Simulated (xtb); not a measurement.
F4Sn, singlet, geometry from GFN2-xTB (such geometries of metal compounds can be far from the true shape); GFN2-xTB with GBSA(chcl3) run with xtb.

Input for xtb:
```
$ xtb mol.xyz --gfn 2 --gbsa chcl3 --json

# file mol.xyz
5

F     -0.95583512    -1.49040427    -0.73172632
Sn    -0.00000000    -0.00000000    -0.00000000
F     -1.14423492     1.53611205     0.03788529
F      0.56745998    -0.41770137     1.78153412
F      1.53261006     0.37199359    -1.08769309
```

Output, abridged:

```
   ID    Z sym.   atoms
    1    9 F      1, 3-5
    2   50 Sn     2

           -------------------------------------------------
          |                Calculation Setup                |
           -------------------------------------------------

           -------------------------------------------------
          |                 G F N 2 - x T B                 |
           -------------------------------------------------

      * Solvation model:               GBSA
        Solvent                        chcl3
        Parameter file                 internal GFN2-xTB/GBSA
        Dielectric constant                4.8100E+00
        Reference state                gsolv [1 M gas/solution]
        Free energy shift                  4.1068E-03 Eh       2.5771E+00 kcal/mol
        Temperature                        2.9815E+02 K
        Density                            1.4900E+00 kg/L
        Solvent mass                       1.1938E+02 g/mol
        Interaction kernel             Still
        Born radius scaling (c1)           1.3539E+00
        Born radii integrator          GBOBC
        Born offset                        1.4626E-02 a0       2.7639E-02 AA
        H-bond correction              false
        Ion screening                  false
        Surface tension                    1.0000E-05 Eh       1.5569E+01 dyn/cm
        Grid points                               230 per atom

          ...................................................
          :                      SETUP                      :
          :.................................................:
          :  # basis functions                  26          :
          :  # atomic orbitals                  25          :
          :  # shells                           11          :
          :  # electrons                        32          :
          :  max. iterations                   250          :
          :  Hamiltonian                  GFN2-xTB          :
          :  restarted?                      false          :
          :  GBSA solvation                   true          :
          :  PC potential                    false          :
          :  electronic temp.          300.0000000     K    :
          :  accuracy                    1.0000000          :
          :  -> integral cutoff          0.2500000E+02      :
          :  -> integral neglect         0.1000000E-07      :
          :  -> SCF convergence          0.1000000E-05 Eh   :
          :  -> wf. convergence          0.1000000E-03 e    :
          :  Broyden damping             0.4000000          :
          :  net charge                          0          :
          :  unpaired electrons                  0          :
          ...................................................

 iter      E             dE          RMSdq      gap      omega  full diag
   1    -15.7972401 -0.157972E+02  0.176E+01    3.36       0.0  T
   2    -16.9306596 -0.113342E+01  0.168E+01   17.32       1.0  T
   3    -20.5317147 -0.360106E+01  0.713E+00    5.30       1.0  T
   4    -21.0530820 -0.521367E+00  0.339E+00    4.21       1.0  T
   5    -21.0399315  0.131505E-01  0.193E+00    4.22       1.0  T
   6    -21.0935201 -0.535886E-01  0.792E-01    3.94       1.0  T
   7    -21.0881449  0.537519E-02  0.786E-01    3.90       1.0  T
   8    -21.0953449 -0.719997E-02  0.275E-01    3.98       1.0  T
   9    -21.0952082  0.136648E-03  0.265E-01    3.98       1.0  T
  10    -21.0955278 -0.319569E-03  0.166E-02    3.97       2.7  T
  11    -21.0955319 -0.411580E-05  0.606E-03    3.97       7.4  T
  12    -21.0955321 -0.162296E-06  0.423E-04    3.97     105.7  T
  13    -21.0955321  0.877073E-09  0.325E-04    3.97     137.5  T

   *** convergence criteria satisfied after 13 iterations ***

         :::::::::::::::::::::::::::::::::::::::::::::::::::::
         ::                     SUMMARY                     ::
         :::::::::::::::::::::::::::::::::::::::::::::::::::::
         :: total energy             -21.088882826391 Eh    ::
         :: total w/o Gsasa/hb       -21.088924767873 Eh    ::
         :: gradient norm              0.000812811135 Eh/a0 ::
         :: HOMO-LUMO gap              3.966922189723 eV    ::
         ::.................................................::
         :: SCC energy               -21.095531365537 Eh    ::
         :: -> isotropic ES           -0.006000338966 Eh    ::
         :: -> anisotropic ES          0.000681731018 Eh    ::
         :: -> anisotropic XC         -0.007478108000 Eh    ::
         :: -> dispersion             -0.002315240712 Eh    ::
         :: -> Gsolv                   0.000136967732 Eh    ::
         ::    -> Gelec                0.000095026249 Eh    ::
         ::    -> Gsasa               -0.004064853292 Eh    ::
         ::    -> Ghb                  0.000000000000 Eh    ::
         ::    -> Gshift               0.004106794775 Eh    ::
         :: repulsion energy           0.006648539147 Eh    ::
         :: add. restraining           0.000000000000 Eh    ::
         :: total charge              -0.000000000000 e     ::
         :::::::::::::::::::::::::::::::::::::::::::::::::::::

           -------------------------------------------------
          |                Property Printout                |
           -------------------------------------------------

    * Orbital Energies and Occupations

         #    Occupation            Energy/Eh            Energy/eV
      -------------------------------------------------------------
         1        2.0000           -0.9786519             -26.6305
       ...           ...                  ...                  ...
         4        2.0000           -0.8632646             -23.4906
         5        2.0000           -0.7674908             -20.8845
         6        2.0000           -0.5822103             -15.8427
         7        2.0000           -0.5822103             -15.8427
         8        2.0000           -0.5822103             -15.8427
         9        2.0000           -0.5704569             -15.5229
        10        2.0000           -0.5704569             -15.5229
        11        2.0000           -0.5626856             -15.3115
        12        2.0000           -0.5626856             -15.3115
        13        2.0000           -0.5626856             -15.3115
        14        2.0000           -0.5622706             -15.3002
        15        2.0000           -0.5622706             -15.3002
        16        2.0000           -0.5622706             -15.3002 (HOMO)
        17                         -0.4164889             -11.3332 (LUMO)
        18                         -0.1724484              -4.6926
        19                         -0.1724484              -4.6926
        20                         -0.1724484              -4.6926
        21                         -0.1620851              -4.4106
        22                         -0.1620851              -4.4106
        23                          0.2860082               7.7827
        24                          0.2860082               7.7827
        25                          0.2860082               7.7827
      -------------------------------------------------------------
                  HL-Gap            0.1457817 Eh            3.9669 eV
             Fermi-level           -0.4893798 Eh          -13.3167 eV

     #   Z          covCN         q      C6AA      α(0)
     1   9 F        0.710    -0.168    10.919     3.902
     2  50 Sn       2.838     0.671   358.847    37.426
     3   9 F        0.710    -0.168    10.919     3.902
     4   9 F        0.710    -0.168    10.919     3.902
     5   9 F        0.710    -0.168    10.919     3.902

 Mol. C6AA /au·bohr⁶  :        986.556259
 Mol. C8AA /au·bohr⁸  :      69022.372449
 Mol. α(0) /au        :         53.033124

Wiberg/Mayer (AO) data.
largest (>0.10) Wiberg bond orders for each atom

 ---------------------------------------------------------------------------
     #   Z sym  total        # sym  WBO       # sym  WBO       # sym  WBO
 ---------------------------------------------------------------------------
     1   9 F    1.301 --     2 Sn   0.803     4 F    0.166     5 F    0.166
                             3 F    0.166
     2  50 Sn   3.214 --     1 F    0.803     3 F    0.803     4 F    0.803
                             5 F    0.803
     3   9 F    1.301 --     2 Sn   0.803     5 F    0.166     1 F    0.166
                             4 F    0.166
     4   9 F    1.301 --     2 Sn   0.803     1 F    0.166     3 F    0.166
                             5 F    0.166
     5   9 F    1.301 --     2 Sn   0.803     3 F    0.166     1 F    0.166
                             4 F    0.166
 ---------------------------------------------------------------------------

Topologies differ in total number of bonds
Writing topology from bond orders to xtbtopo.mol

molecular dipole:
                 x           y           z       tot (Debye)
 q only:       -0.000      -0.000      -0.000
   full:       -0.000      -0.000      -0.000       0.000
molecular quadrupole (traceless):
                xx          xy          yy          xz          yz          zz
 q only:        0.000      -0.000      -0.000       0.000       0.000      -0.000
  q+dip:        0.000      -0.000      -0.000       0.000       0.000      -0.000
   full:        0.000      -0.000      -0.000       0.000       0.000      -0.000

           -------------------------------------------------
          | TOTAL ENERGY              -21.088882826391 Eh   |
          | GRADIENT NORM               0.000812811135 Eh/α |
          | HOMO-LUMO GAP               3.966922189723 eV   |
           -------------------------------------------------

normal termination of xtb
```
